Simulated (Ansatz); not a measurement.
Reaction (ligand exchange at a B–C bond): `COB(C)N` + H–F → `COB(N)F` + CH₄

Isolated molecules relaxed with PBE0-D4/def2-TZVP in Ansatz; ΔE leaves out vibrations. CCSD(T)/CBS adds triple-zeta CCSD(T) − MP2 to the extrapolated MP2 energy (def2 sets, frozen cores). This one scheme is used for every species. Functionals use def2-TZVPP. B3LYP here is the variant with VWN-RPA as its local correlation; programs differ in this. Each species was taken in one conformer, which may not be the lowest.

```tsv
level	ΔE (kJ/mol)	difference from CCSD(T)/CBS
PBE-D4	-136.4	1.3
r2SCAN-D4	-149.3	-11.6
PBE0-D4	-139.2	-1.5
B3LYP-D4	-148.4	-10.7
ωB97X-V	-145.7	-8.0
ωB97M-V	-145.1	-7.4
B2PLYP	-151.0	-13.3
PBE	-140.9	-3.2
r2SCAN	-150.7	-13.0
PBE0	-143.1	-5.4
B3LYP	-155.5	-17.8
HF/def2-TZVPP	-171.6	-33.9
MP2/def2-TZVPP	-139.0	-1.3
SCS-MP2/def2-TZVPP	-145.0	-7.3
CCSD/def2-TZVPP	-145.2	-7.5
CCSD(T)/def2-TZVPP	-141.9	-4.2
HF/def2-QZVPP	-171.3	-33.6
MP2/def2-QZVPP	-136.5	1.2
SCS-MP2/def2-QZVPP	-142.8	-5.1
HF/CBS(def2)	-171.3	-33.6
MP2/CBS(def2)	-134.9	2.8
CCSD/CBS(def2)	-141.1	-3.4
CCSD(T)/CBS	-137.7	0
```

Largest T1 diagnostic among the species: 0.011.

In def2-TZVPP, CCSD(T) changes the Hartree–Fock value by +29.7 kJ/mol (the triples alone add +3.4 kJ/mol) and MP2 by +32.6 kJ/mol. The D4 term adds +7.0 kJ/mol with B3LYP and +4.0 kJ/mol with PBE0; it sums over pairs of atoms, weighted by their polarisabilities, and B3LYP, whose exchange is more repulsive, gets the larger term.
